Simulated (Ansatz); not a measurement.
Mulliken charges of `F/C=C(\F)C(F)(F)F` from PBE/def2-TZVPP in Ansatz (PBE0-D4/def2-TZVP geometry).

```json
{"atom": "F1", "x (Å)": "-0.008", "y (Å)": "-1.631", "z (Å)": "1.998", "charge (e)": "-0.128"}
{"atom": "C2", "x (Å)": "-0.072", "y (Å)": "-0.523", "z (Å)": "1.281", "charge (e)": "0.036"}
{"atom": "C3", "x (Å)": "0.085", "y (Å)": "-0.538", "z (Å)": "-0.032", "charge (e)": "0.103"}
{"atom": "F4", "x (Å)": "0.317", "y (Å)": "-1.651", "z (Å)": "-0.713", "charge (e)": "-0.133"}
{"atom": "C5", "x (Å)": "0.022", "y (Å)": "0.687", "z (Å)": "-0.890", "charge (e)": "0.368"}
{"atom": "F6", "x (Å)": "-0.211", "y (Å)": "1.775", "z (Å)": "-0.153", "charge (e)": "-0.128"}
{"atom": "F7", "x (Å)": "1.166", "y (Å)": "0.870", "z (Å)": "-1.551", "charge (e)": "-0.117"}
{"atom": "F8", "x (Å)": "-0.950", "y (Å)": "0.585", "z (Å)": "-1.800", "charge (e)": "-0.117"}
{"atom": "H9", "x (Å)": "-0.261", "y (Å)": "0.381", "z (Å)": "1.843", "charge (e)": "0.118"}
```

Problem. By hand: the dipole of these point charges (1 e Å = 4.8032 D).

Solution. Σ q r = (-0.056, 0.254, 0.184) e Å, of length 0.319 e Å = 1.53 D.

Problem. How does the dipole of the full density compare? (Estimate.)

Solution. The calculation gave: (-0.047, 0.110, 0.268) e Å, 1.41 D; the point charges give 1.09 times that, at 31° from its direction.

Point charges leave out the atoms' own dipoles, such as those of lone pairs, and Mulliken's split depends on the basis, so the two needn't agree.
